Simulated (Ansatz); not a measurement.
`O[SiH]([SiH3])Cl` + F• → `O[Si]([SiH3])Cl`• + H–F at 400 K and 1 bar (hydrogen abstraction from the Si–H bond).

Gas-phase electronic energies from Ansatz, PBE0-D4/def2-TZVP geometries. CCSD(T)/CBS adds triple-zeta CCSD(T) − MP2 to the extrapolated MP2 energy (def2 sets, frozen cores). This one scheme is used for every species, atoms too. No spin–orbit coupling; open shells (•) take unrestricted orbitals. Spin–orbit coupling would lower the free atoms: a little for F. Each species was taken in one conformer, which may not be the lowest.

```tsv
species	CCSD(T)/CBS energy (Eh)	H − E (kJ/mol)	S (J/(mol·K))
`O[SiH]([SiH3])Cl`	-1116.20942	163.7	387.0
F•	-99.66871	8.3	166.6
`O[Si]([SiH3])Cl`•	-1115.55818	139.1	392.0
H–F	-100.39570	36.5	182.2
```

H − E and S are ideal-gas, rigid-rotor, harmonic terms from PBE0-D4/def2-TZVP, for one conformer and one mirror image of each species, with the whole ground term of open shells counted as degenerate. 1 Eh = 2625.50 kJ/mol, R = 8.31446 J/(mol·K).

Q: By hand: ΔE, ΔH, ΔS and ΔG.

A: ΔE = (-1115.55818) + (-100.39570) − (-1116.20942) − (-99.66871) = -0.07575 Eh = -198.9 kJ/mol. Δ(H − E) = 139.1 + 36.5 − 163.7 − 8.3 = 3.6, so ΔH = -195.3 kJ/mol. ΔS = 392.0 + 182.2 − 387.0 − 166.6 = 20.6 J/(mol·K). ΔG = -195.3 − 400 × (20.6)/1000 = -203.5 kJ/mol.

Q: By hand: the equilibrium constant, and the temperature at which ΔG would vanish if ΔH and ΔS stayed fixed.

A: log₁₀ K = −ΔG/(RT ln 10) = 26.6. ΔH and −TΔS have one sign here, so there is no such temperature.

ΔH outweighs TΔS. A doubt of 5 kJ/mol in ΔE shifts log₁₀ K by 0.7 here. Other conformers and mirror images would add mixing entropy, several J/(mol·K) or more a flexible species. These are equilibria of isolated gas molecules and say nothing of rates. Largest T1 diagnostic: 0.015 (customary marks: 0.02 for closed shells, 0.045 for open ones).
